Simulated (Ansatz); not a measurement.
```yaml
crystal:
  periodic: [false, false, false]
  atoms:
    - {symbol: C, position_ang: [1.777193, 0.392014, -1.501565]}
    - {symbol: Hf, position_ang: [-0.151366, -0.365133, -0.627208]}
    - {symbol: N, position_ang: [0.221661, -2.346153, -0.305716]}
    - {symbol: O, position_ang: [-1.320829, -0.279141, -2.156824]}
    - {symbol: C, position_ang: [-0.823845, 1.688702, 0.667913]}
    - {symbol: C, position_ang: [-1.722146, 0.665990, 1.045219]}
    - {symbol: C, position_ang: [-0.995722, -0.303856, 1.769793]}
    - {symbol: C, position_ang: [0.348168, 0.118250, 1.836876]}
    - {symbol: C, position_ang: [0.456237, 1.347967, 1.154355]}
    - {symbol: H, position_ang: [1.987174, -0.173709, -2.418013]}
    - {symbol: H, position_ang: [2.640018, 0.265911, -0.839775]}
    - {symbol: H, position_ang: [1.728437, 1.451110, -1.780930]}
    - {symbol: H, position_ang: [0.165359, -3.024080, -1.054491]}
    - {symbol: H, position_ang: [0.456288, -2.830208, 0.546773]}
    - {symbol: H, position_ang: [-2.040837, -0.091745, -2.749117]}
    - {symbol: H, position_ang: [-1.070231, 2.568474, 0.090370]}
    - {symbol: H, position_ang: [-2.776865, 0.628010, 0.814113]}
    - {symbol: H, position_ang: [-1.398066, -1.217451, 2.181290]}
    - {symbol: H, position_ang: [1.159625, -0.416788, 2.308835]}
    - {symbol: H, position_ang: [1.359727, 1.921826, 1.018111]}
basis:
  gaussian: {orbitals: def2-SVPD}
hamiltonian: {xc: {name: B3LYP}, dispersion: d4}
accuracy: high
```

```sh
$ ansatz run in.yaml --threads 4 --pin off --events-out ev --progress --plain --max-ram 66560MiB --backend cpu
```

It prints (some lines left out):

```
Functional definition: B3LYP
  name "B3LYP"
  cite "Stephens, Devlin, Chabalowski & Frisch, J. Phys. Chem. 98, 11623 (1994) doi:10.1021/j100096a001"
  cite "Becke, Phys. Rev. A 38, 3098 (1988) doi:10.1103/PhysRevA.38.3098"
  cite "Lee, Yang & Parr, Phys. Rev. B 37, 785 (1988) doi:10.1103/PhysRevB.37.785"
  cite "Vosko, Wilk & Nusair, Can. J. Phys. 58, 1200 (1980) doi:10.1139/p80-159"
  parameter a0 = 0.2
  parameter ax = 0.72
  parameter ac = 0.81
  exchange = (1 - a0 - ax)*slater_x + ax*b88_x + a0*exact_x
  correlation = (1 - ac)*vwn_rpa_c + ac*lyp_c
5832 factors; integrals over basis functions are off by at most 3.4e-9 eV
mean field evaluation 1: about -11215.6400 eV, gradient 1.1e2 eV
mean field evaluation 2: about -11155.5412 eV, gradient 1.9e2 eV
mean field evaluation 4: about -11241.9817 eV, gradient 1.3e1 eV
mean field evaluation 8: about -11242.3340 eV, gradient 3.0e-1 eV
mean field evaluation 16: about -11242.5699 eV, gradient 1.4e-3 eV
mean field -11242.56992274 eV, -413.1568241732 hartree, gradient 5.7e-8 eV, S^2 0.000000; 0 other end points of the search recorded, 0 dependent functions left out
reference -11242.56998580 eV, -413.1568264907 hartree; 37, 37 occupied and 249, 249 virtual orbitals, 5832 factors
Total energy: -11243.37547817 eV, -413.1864277889 hartree
```

Run time 49 s (4 threads of a server CPU on a shared host); peak host memory 3.4 GiB.
